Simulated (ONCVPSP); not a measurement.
# What one change does to a pseudopotential (F (Z = 9), ONCV)

| Property | Result |
| --- | --- |
| Element | F (Z = 9) |
| Generator | ONCVPSP 4.0.1 |
| Type | optimised norm-conserving Vanderbilt (ONCV) |
| Functional | LDA (Perdew-Wang 92) |
| Relativity | fully relativistic |
| Frozen core | [He] |
| Valence charge | 7 |
| Reference configuration | 2s2 2p5 |
| Partial waves | 2s: rc 0.65 bohr, ncon 5, nbas 8, qcut 11.1 1/bohr, local; 2p: rc 1.10 bohr, ncon 4, nbas 8, qcut 12.9 1/bohr, 2 projectors, debl 0.8 Ha |
| Local potential | the s channel |
| Core correction | Teter function, fcfact 3.75, rcfact 1.05 |

Open shells are filled in proportion to 2j + 1.

Change: all radii but the core radius scaled by about 1.21 (s 0.78, p 1.34 bohr).

Cutoffs: the cutoffs (Ha) at which the residual kinetic energy of the hardest occupied pseudo-wave falls to 1 and 0.1 mHa per electron; they do not see the model core or the augmentation charge, which bear on the density cutoff. Errors are all-electron minus pseudo energies relative to the spin-unpolarised reference configuration.

Question: How do hardness, ghosts and transferability respond?

Answer: The potential gets neither clearly harder nor softer (56 Ha and 315 Ha → 57 Ha and 124 Ha); the s channel sets the loose cutoff, while the largest relative change is in p, which becomes softer; of the 4 tests that both files solve, the error grows in 4 and shrinks in 0 by more than 15 % and 0.3 meV (median size 44.8 → 76.7 meV); neither file shows a bound ghost. More of the atom is replaced by a form fitted at one configuration, so other configurations suffer.

```tsv
quantity	base	changed
cutoff, loose	56 Ha	57 Ha
cutoff, tight	315 Ha	124 Ha
loose cutoff by channel	s 55 Ha, p 56 Ha	s 57 Ha, p 47 Ha
bound ghosts	none	none
GHOST(+) flags under 300 eV	none	none
error for 2s2 2p4, meV [ΔE 19.56 eV]	+8.2	+16
error for 2s2 2p3, meV [ΔE 58.08 eV]	+71	+131
error for 2s2 2p2, meV [ΔE 118.82 eV]	+291	+514
error for 2s1 2p6, meV [ΔE 18.39 eV]	+19	+22
rms error of d²Exc/dni dnj with the model core, mHa	12.47	12.43
```
